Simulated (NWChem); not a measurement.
## Correlation energy of GeSe

```
Ge
Se 1 2.1689
```
Charge 0, spin multiplicity 1.

Everything below was run with NWChem. The geometry was optimised at PBE/def2-SVP, a minimum by its harmonic frequencies.

Basis set: def2-SVP. Each correlation energy counts from its own Hartree-Fock reference.

The Hamiltonian is non-relativistic. The correlated methods keep 18 core orbitals frozen. The structure started from a generated list of species. Coupled-cluster values serve here as a point of comparison, not as the truth.

Q: One of these methods gave a correlation energy of -448.2 mHa. Which?
A) CR-CCSD[T]
B) CCSD+T(CCSD)
C) CR-CCSD(T)
D) CCSD(T)

A: C, CR-CCSD(T). The others give -452.6 (CCSD(T)), -455.0 (CCSD+T(CCSD)), -450.0 (CR-CCSD[T]).
